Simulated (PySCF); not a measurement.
C₅H₇OPS.
SMILES with atom numbers: `[CH3:1][S:2][c:3]1[p:4][cH:5][o:6][c:7]1[CH3:8]`

Cartesian coordinates in Å at the GFN2-xTB level; atoms count from 1:
```xyz
15
C5H7OPS angstrom
C      2.7940    0.3141   -0.4967
S      1.5179   -0.8871   -0.0336
C      0.1055    0.1561   -0.0705
P      0.0562    1.8861   -0.4971
C     -1.6256    1.8061   -0.2115
O     -2.1074    0.6184    0.1627
C     -1.1438   -0.3078    0.2437
C     -1.5270   -1.6856    0.6557
H      2.8156    1.1168    0.2364
H      2.5734    0.7086   -1.4856
H      3.7395   -0.2188   -0.5031
H     -2.3511    2.5960   -0.2948
H     -2.5689   -1.6965    0.9633
H     -0.8960   -2.0157    1.4791
H     -1.3868   -2.3827   -0.1698
```

Probes without a nucleus sit at each ring's centroid and 1 Å off its mean plane on both sides; NICS is minus the shielding there, NICSzz its component along the normal. Level: GIAO PBE0/pcSseg-1 (PySCF, non-relativistic, gas phase) on the GFN2-xTB geometry, one conformer.

Ring bond lengths (Å), with Mayer bond orders in brackets: C3–P4 1.782 (1.08), P4–C5 1.708 (1.53), C5–O6 1.335 (1.10), O6–C7 1.339 (1.05), C7–C3 1.369 (1.51).

Problem. Give the NICS values of each ring in ppm.

Solution. 
| ring | type | NICS(0) | NICS(1), two faces | NICS(1)zz, two faces | rms pucker (Å) | centre to ring atoms, mean (Å) |
| --- | --- | --- | --- | --- | --- | --- |
| C3–P4–C5–O6–C7 | 5-membered ring with O and P; formal bonds all aromatic | -11.2 | -10.7 / -10.7 | -24.4 / -24.3 | 0.00 | 1.27 |

Problem. What can be read from them?

Solution. 
- C3–P4–C5–O6–C7: mean NICS(1)zz -24.3 ppm, shielded.

Problem. And the bond-length index? Use HOMA with the parameters of Krygowski (1993).

Solution. 
- C3–P4–C5–O6–C7: HOMA 0.48; the largest term is that of O6–C7, α(R − Ropt)² = 0.86.

Problem. What is the mean of the two in-plane components of NICS at the second NICS(1) probe listed for ring C3–P4–C5–O6–C7, 1 Å off the ring?

Solution. The isotropic value is a third of the trace: (3 × -10.7 − (-24.3))/2 = -3.9 ppm.
